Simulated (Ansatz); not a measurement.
Relaxation of ClFH5N2Zr (10 atoms, charge 0, multiplicity 2), to a largest force component of 0.03 eV/Å in at most 50 steps.

All numbers below come from UKS PBE0/def2-SVP in Ansatz 0.2.0.

```xyz
10
Properties=species:S:1:pos:R:3
Zr 0.007 -0.017 -0.470
Cl 0.308 -0.426 3.215
N 1.989 0.026 -0.904
H 2.537 -0.746 -1.284
H 2.624 0.813 -0.778
F -0.881 1.505 0.304
N -0.979 -1.764 -0.781
H -1.962 -1.948 -0.584
H -0.578 -2.625 -1.153
H -0.366 0.523 3.864
```

**Question.** Where does it end, and by what steps?

**Answer.** The forces met the threshold. The force dipped under the threshold on the way, but the program's further checks kept it going. After 16 steps the energy has fallen by 0.208 eV; Cl2 moved furthest, 1.01 Å.

| step | energy less start (eV) | largest force component (eV/Å) | accepted |
| --- | --- | --- | --- |
| 0 | 0.0000 | 0.905 | yes |
| 1 | 0.0051 | 1.281 | no |
| 2 | -0.0310 | 0.348 | yes |
| 3 | -0.0420 | 0.231 | yes |
| 4 | -0.0475 | 0.578 | yes |
| 5 | -0.0482 | 0.568 | yes |
| 6 | -0.0747 | 0.405 | yes |
| 7 | -0.1035 | 0.376 | yes |
| 8 | -0.1308 | 0.592 | yes |
| 9 | -0.1660 | 0.571 | yes |
| 10 | -0.1777 | 0.604 | yes |
| 11 | -0.1997 | 0.151 | yes |
| 12 | -0.2022 | 0.128 | yes |
| 13 | -0.2053 | 0.215 | yes |
| 14 | -0.2064 | 0.085 | yes |
| 15 | -0.2077 | 0.008 | yes |
| 16 | -0.2079 | 0.014 | yes |

```xyz
10
Properties=species:S:1:pos:R:3
Zr 0.120 -0.210 -0.224
Cl -0.041 0.096 4.004
N 1.983 -0.005 -0.978
H 2.415 -0.612 -1.674
H 2.667 0.709 -0.731
F -0.576 1.021 1.118
N -0.957 -1.794 -0.866
H -1.888 -2.065 -0.554
H -0.655 -2.480 -1.557
H -0.372 0.680 2.890
```

Whether the end is a true minimum wasn't checked by a vibrational analysis.

The run took 2 min on 4 threads of Intel(R) Xeon(R) Processor @ 2.50GHz (Skylake/Cascade Lake), with other jobs on the host, peak memory 0.42 GiB.
